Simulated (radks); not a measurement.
Question: Species: Te5+. Configuration: [Kr] 4d10 5s1. Method: Dirac Kohn-Sham, PBEsol, spin-unpolarised, spherical densities, finite nucleus; Fermi nuclear charge, rms radius 4.7423 fm; computed with a radial shooting solver on a logarithmic mesh with Libxc functionals. Some entries of the table are withheld. Estimate them.

orbital,occ.,eigenvalue (hartree),r(max) (bohr),<r> (bohr)
1s1/2,2,-1163.045,0.01794,0.02782
2s1/2,2,-180.1346,0.1015,0.1195
2p1/2,2,-168.9421,(1),0.1008
2p3/2,4,-158.8617,(2),0.1064
3s1/2,2,-37.56154,0.2930,0.3220
3p1/2,2,-32.95642,0.2793,0.3123
3p3/2,4,-31.07744,0.2899,0.3238
3d3/2,4,-22.94358,0.2360,0.2947
3d5/2,6,-22.55046,0.2390,0.2983
4s1/2,2,-8.15347,0.7009,0.7634
4p1/2,2,-6.56723,0.7209,(3)
4p3/2,4,-6.20716,0.7454,(4)
4d3/2,4,-3.66366,0.8034,0.9464
4d5/2,6,-3.60802,0.8121,0.9572
5s1/2,1,-2.38886,1.665,1.808

Answer: 
(1) 2p1/2 r(max) (bohr): 0.07795
(2) 2p3/2 r(max) (bohr): 0.08266
(3) 4p1/2 <r> (bohr): 0.7991
(4) 4p3/2 <r> (bohr): 0.8273
